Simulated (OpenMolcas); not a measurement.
# Multiplet structure of Sb

```
Program             : OpenMolcas
Method              : SS-CASPT2, IPEA 0.25 Eh, imaginary shift 0.1 Eh (closed shells correlated: 4d 5s)
Basis               : ANO-RCC-VQZP [8s7p5d3f2g]
Scalar Hamiltonian  : DKH2, point nucleus
Active space        : 3 electrons in 3 orbitals (5p)
State averaging     : 2S+1 = 4 odd, 1 root; 2S+1 = 2 odd, 8 roots
Spin-orbit coupling : state interaction with AMFI integrals over the reference wave functions, term energies averaged over their components
```

With spin-orbit coupling, above the lowest level:

| Configuration | Term | J | E (cm-1) | Measured (cm-1) | g | Term weight % |
| --- | --- | --- | --- | --- | --- | --- |
| 5s2 5p3 | 4S* | 3/2 | 0.0 | 0.0 | 1.981 | 97 |
| 5s2 5p3 | 2D* | 3/2 | 9260 | 8512 | 0.867 | 89 |
| 5s2 5p3 | 2D* | 5/2 | 10310 | 9854 | 1.200 | 100 |
| 5s2 5p3 | 2P* | 1/2 | 17380 | 16395 | 0.666 | 100 |
| 5s2 5p3 | 2P* | 3/2 | 18900 | 18464 | 1.288 | 87 |

Against the 4 measured excited levels shown (NIST Handbook of Basic Atomic Spectroscopic Data) the mean absolute deviation is 660 cm-1; the largest miss in energy is 5s2 5p3 2P* 1/2: computed 17380, measured 16395 cm-1 (+6.0 %), and the largest in proportion 5s2 5p3 2D* 3/2 (+8.7 %).

Spin-orbit coupling puts the lowest level 467 cm-1 below the lowest spin-free term.

CASPT2 breaks the degeneracy within a term, and the mean is taken; among the terms shown or strongly mixed into the levels shown the widest spread is 370 cm-1 (5s2 5p3 2D*). With the s shell closed, the reference lacks s² → p² mixing. Computed and measured levels are paired by configuration, term and J; levels that our copy of the source lacks, or whose pairing is in doubt (as where it misses far off the trend of its configuration), stay unpaired and out of the deviations. Only configurations of the active space appear.

The term weight is that of the spin-free term in the level, not the purity of its configuration. * marks odd parity.
